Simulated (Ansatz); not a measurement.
Consider the isomerisation: `O[SiH2]N[SiH2][SiH3]` → `N[Si](O)([SiH3])[SiH3]`.

Isolated molecules relaxed with PBE0-D4/def2-TZVP in Ansatz; ΔE leaves out vibrations. CCSD(T)/CBS adds triple-zeta CCSD(T) − MP2 to the extrapolated MP2 energy (def2 sets, frozen cores). Functionals use def2-TZVPP. Each species was taken in one conformer, which may not be the lowest.

`O[SiH2]N[SiH2][SiH3]`:

Z-matrix (Å, degrees):
```
Si
N 1 1.717
O 1 1.644 2 114.8
H 1 1.479 2 110.5 3 -116.5
H 1 1.487 2 105.2 3 122.1
Si 2 1.733 1 129.1 3 -104.1
H 2 1.012 1 115.6 3 72.2
H 3 0.958 1 117.7 2 61.8
Si 6 2.343 2 111.3 1 3.9
H 6 1.492 2 110.4 1 123.9
H 6 1.492 2 111.6 1 -118.2
H 9 1.486 6 112.8 2 -70.0
H 9 1.490 6 107.4 2 170.5
H 9 1.489 6 111.0 2 52.4
```

`N[Si](O)([SiH3])[SiH3]`:

Cartesian coordinates in Å:
```
N -0.487 -1.180 1.469
Si -0.410 0.066 0.302
O -1.678 1.126 0.485
Si -0.519 -0.956 -1.811
Si 1.628 1.191 0.626
H -0.247 -1.002 2.431
H -1.166 -1.920 1.392
H -1.724 1.866 -0.123
H -1.625 -1.955 -1.859
H -0.777 0.063 -2.868
H 0.756 -1.650 -2.139
H 2.776 0.373 0.148
H 1.634 2.480 -0.123
H 1.838 1.500 2.070
```

| level | ΔE (kJ/mol) |
| --- | --- |
| PBE | 43.2 |
| HF/def2-TZVPP | 83.1 |

**Question.** What does CCSD(T)/CBS give? (Best estimate.)

**Answer.** Ansatz gave: +67.9 kJ/mol. The listed levels differ from it by -24.7, 15.2 kJ/mol.

Largest T1 diagnostic among the species: 0.013.

From PBE to PBE0 (25 % exact exchange), in def2-TZVPP and without D4, ΔE moves by +9.1 kJ/mol. In def2-TZVPP, CCSD(T) changes the Hartree–Fock value by −14.4 kJ/mol (the triples alone add −2.4 kJ/mol) and MP2 by −7.3 kJ/mol.
